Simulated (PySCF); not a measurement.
Level of theory: PBE-D3(BJ)/def2-TZVP // M06-2X/def2-TZVP (PySCF). All species are isolated molecules in the gas phase. One relaxed conformer stands for a flexible species; it need not be the lowest. Delta-SCF ions had no search for a lower state. Excitations are Tamm–Dancoff values on a coarser integration grid. The basis has no diffuse functions, so Rydberg states are missing or too high.

Reference species (SMILES): `C=C=CO` (neutral, multiplicity 1).

```json
{
 "S1 oscillator strength": "0.000",
 "vertical ionisation energy (Delta-SCF)": "8.82 eV",
 "S1–T1 gap (TDA)": "0.40 eV",
 "LUMO": "-1.32 eV"
}
```

Changed species: `O=C=CC`.

**Question.** Predict the effect on the S1 oscillator strength, vertical ionisation energy (Delta-SCF), S1–T1 gap (TDA) and LUMO.

**Answer.** the S1 oscillator strength stays essentially unchanged; the vertical ionisation energy (Delta-SCF) rises by 0.06 eV, to 8.88 eV; the S1–T1 gap (TDA) hardly moves; the LUMO decreases by 0.59 eV, to -1.91 eV.
